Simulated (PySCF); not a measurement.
Write Cartesian coordinates for `COC1=C[P@@H]1=[Se]` as optimised with PBE0-D3(BJ)/def2-SVP.

```xyz
11
C3H5OPSe angstrom
C      1.725    0.623   -0.528
O      0.801   -0.317   -1.063
C     -0.272   -0.539   -0.348
C     -1.405   -1.242   -0.368
P     -1.359   -0.092    0.990
Se    -2.415    1.672    1.311
H      2.458    0.824   -1.319
H      2.239    0.205    0.351
H      1.212    1.556   -0.250
H     -1.988   -1.945   -0.963
H     -0.954   -0.765    2.174
```

Any rigid rotation of these coordinates is as good. Atoms count from 1 in this order. The 3-membered ring C3–C4–P5 has internal angles of 44.0° to 68.0°. The 2 C–O bonds span 1.309 Å (O2–C3, drawn single) to 1.422 Å (C1–O2, drawn single), a spread of 0.113 Å. P5 (phosphorus bonded to 2 C, Se and H) has angles from 44.0° to 130.7°.

Bonds between heavy atoms (Å): C1–O2 1.422, O2–C3 1.309, C3=C4 1.333, C4–P5 1.780, P5=Se6 2.080, C3–P5 1.781.

Level of theory: PySCF 2.14.0, PBE0-D3(BJ)/def2-SVP geometry optimisation, gas phase.

Point group: C1 (no symmetry element, even within 0.4 Å). PBE0-D3(BJ)/def2-SVP frequencies: not computed here. One conformer, not necessarily the lowest (C1–O2–C3–C4 178°).

Hardware: an Arm Neoverse V1 with one thread, no GPU, shared host with 32 logical CPUs at a one-minute load of 18. Cost: 46 s, 0.55 GiB resident at most. That covers the optimisation of the geometry.
